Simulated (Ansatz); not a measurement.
`C[SiH](F)N[SiH2]O` + `BB[O][AlH2]` → `BBO[SiH](C)F` + `O[SiH2][NH][AlH2]`  (redistribution)

Computed with Ansatz on PBE0-D4/def2-TZVP structures; ΔE is electronic, products minus reactants. CCSD(T)/CBS adds triple-zeta CCSD(T) − MP2 to the extrapolated MP2 energy (def2 sets, frozen cores). Functionals use def2-TZVPP. Each species was taken in one conformer, which may not be the lowest.

```csv
level,ΔE (kJ/mol)
ωB97M-V,7.5
PBE,6.8
MP2/def2-TZVPP,5.3
SCS-MP2/def2-QZVPP,4.7
```

(1) What does CCSD(T)/CBS give? (An estimate is asked.)

Largest T1 diagnostic among the species: 0.014.

## Answers

(1) Computed: +5.0 kJ/mol. The listed levels differ from it by 2.5, 1.8, 0.3, -0.3 kJ/mol.

The D4 term adds +4.7 kJ/mol with B3LYP and +2.8 kJ/mol with PBE0; it sums over pairs of atoms, weighted by their polarisabilities, and B3LYP, whose exchange is more repulsive, gets the larger term.

B3LYP here is the variant with VWN-RPA as its local correlation; programs differ in this.
